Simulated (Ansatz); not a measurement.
`P[SiH2][GaH2]` + NH₃ → `N[SiH2]P` + `[GaH3]` at 500 K and 1 bar (cleavage of the Si–Ga bond).

Program: Ansatz. Geometries: PBE0-D4/def2-TZVP. ΔE: electronic, gas phase. CBS: MP2 limit from def2 TZ/QZ plus the TZ coupled-cluster correction, frozen cores. This one scheme is used for every species. For Ga outer-core shells are correlated without core-valence functions, which leaves a few kJ/mol of doubt a bond. Scalar relativity is left out up to krypton. Each species was taken in one conformer, which may not be the lowest.

```csv
species,CCSD(T)/CBS energy (Eh),H − E (kJ/mol),S (J/(mol·K))
`P[SiH2][GaH2]`,-2557.54159,172.1,427.1
NH₃,-56.50880,108.2,211.8
`N[SiH2]P`,-688.35145,200.1,379.7
`[GaH3]`,-1925.70545,69.3,243.1
```

H − E and S are ideal-gas, rigid-rotor, harmonic terms from PBE0-D4/def2-TZVP, for one conformer and one mirror image of each species. 1 Eh = 2625.50 kJ/mol, R = 8.31446 J/(mol·K).

Task: By hand: ΔE, ΔH, ΔS and ΔG.

Result: ΔE = (-688.35145) + (-1925.70545) − (-2557.54159) − (-56.50880) = -0.00651 Eh = -17.1 kJ/mol. Δ(H − E) = 200.1 + 69.3 − 172.1 − 108.2 = -10.9, so ΔH = -28.0 kJ/mol. ΔS = 379.7 + 243.1 − 427.1 − 211.8 = -16.1 J/(mol·K). ΔG = -28.0 − 500 × (-16.1)/1000 = -19.9 kJ/mol.

Task: By hand: the equilibrium constant, and the temperature at which ΔG would vanish if ΔH and ΔS stayed fixed.

Result: log₁₀ K = −ΔG/(RT ln 10) = 2.1. ΔG = 0 at ΔH/ΔS = 1739 K, though so small a ΔS makes that figure unsure.

ΔH outweighs TΔS. A doubt of 5 kJ/mol in ΔE shifts log₁₀ K by 0.5 here. Other conformers and mirror images would add mixing entropy, several J/(mol·K) or more a flexible species. Modes under 60 cm⁻¹, often nearly free rotors, make the harmonic entropy too high. These are equilibria of isolated gas molecules and say nothing of rates. Largest T1 diagnostic: 0.014 (customary marks: 0.02 for closed shells, 0.045 for open ones).
